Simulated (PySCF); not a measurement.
C5H12Si, SMILES [Si@@H]1(C)[C@H](CC1)C. Atoms are numbered in the order given.

```xyz
18

C     -1.6721    -1.6775     0.3230
C     -0.8643    -0.5660    -0.3139
C     -1.4078     0.8844    -0.1908
C     -0.0918     1.7017    -0.2559
Si     0.7710     0.1322     0.3670
C      2.4298    -0.4079    -0.3248
H     -1.8060    -1.5053     1.4035
H     -1.1809    -2.6562     0.2049
H     -2.6782    -1.7598    -0.1231
H     -0.7000    -0.7804    -1.3868
H     -2.1722     1.1579    -0.9393
H     -1.8752     1.0109     0.8015
H      0.1900     1.9179    -1.2998
H     -0.0721     2.6433     0.3102
H      0.8045     0.0755     1.8662
H      2.4257    -0.3775    -1.4251
H      3.2375     0.2498     0.0335
H      2.6697    -1.4360    -0.0103
```

Coordinates come from a PBE0-D3(BJ)/def2-SVP optimisation. The structure was generated by enumeration; whether it is a known compound was not checked.

Level of theory: PBE/pcSseg-1 (PySCF).

GIAO shieldings, no solvent; atoms listed in one row are averaged. δ = σ(ref) − σ: ¹³C against TMS (σ = 182.0 ppm); ²⁹Si against TMS (σ = 335.4 ppm); ¹H against TMS (σ = 31.49 ppm), references at their B3LYP-D3(BJ)/def2-TZVP geometries, non-relativistic.

Computed chemical shifts:
| nucleus | atoms | count | δ (ppm) |
|---|---|---|---|
| ¹³C | C3 | 1 | 34.5 |
| ¹³C | C2 | 1 | 31.5 |
| ¹³C | C1 | 1 | 21.3 |
| ¹³C | C4 | 1 | 13.7 |
| ¹³C | C6 | 1 | 1.2 |
| ²⁹Si | Si5 | 1 | 4.7 |
| ¹H | H15 | 1 | 4.93 |
| ¹H | H11 | 1 | 2.77 |
| ¹H | H12 | 1 | 1.90 |
| ¹H | H10 | 1 | 1.66 |
| ¹H | H7, H8, H9 | 3 | 1.42 |
| ¹H | H14 | 1 | 1.31 |
| ¹H | H13 | 1 | 1.16 |
| ¹H | H16, H17, H18 | 3 | 0.63 |
